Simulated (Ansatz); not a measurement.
H$_{2}$BFO$_{2}$ (SMILES OB(O)F), singlet, at a GFN2-xTB geometry; SC-NEVPT2/cc-pVDZ, CASSCF(2,4) (Ansatz, a first-principles code).

The Ansatz input:
Ansatz 0.2 input:
```yaml
crystal:
  periodic: [false, false, false]
  atoms:
    - {symbol: B, position_ang: [-0.05159491, -0.00555567, 0.01071653]}
    - {symbol: F, position_ang: [1.26974050, 0.13672386, -0.26373156]}
    - {symbol: O, position_ang: [-0.41760793, -0.73601234, 1.06456634]}
    - {symbol: H, position_ang: [0.29962872, -1.12006821, 1.56831259]}
    - {symbol: O, position_ang: [-0.94382562, 0.58941511, -0.78178966]}
    - {symbol: H, position_ang: [-0.57785025, 1.09010971, -1.51052457]}
basis:
  gaussian:
    orbitals: cc-pVDZ
magnetization: {spin_polarized: false}
correlation: {method: sc_nevpt2, electrons: all, active_space: {window: {electrons: 2, orbitals: 4}}}
```

Question: Write the output that Ansatz gives for this input, abridged.

Answer: 
```
Functional definition: HF
602 factors; integrals over basis functions are off by at most 1.2e-3 eV
mean field evaluation 1: about -7485.6399 eV, gradient 4.2e1 eV
mean field evaluation 2: about -7485.6429 eV, gradient 4.3e1 eV
mean field evaluation 4: about -7488.8289 eV, gradient 2.4e0 eV
mean field evaluation 8: about -7488.8465 eV, gradient 8.6e-5 eV
mean field -7488.84651486 eV, -275.2100332988 hartree, gradient 9.0e-7 eV, S^2 0.000000; 0 other end points of the search recorded, 0 dependent functions left out
reference -7488.84651486 eV, -275.2100332988 hartree; 16, 16 occupied and 50, 50 virtual orbitals, 602 factors
state -7489.55290992 eV, -275.2359928382 hartree
state -7489.55290992 eV, -275.2359928382 hartree; corrected -7506.39862544 eV, -275.8550614653 hartree
Total energy: -7506.39862544 eV, -275.8550614653 hartree
```
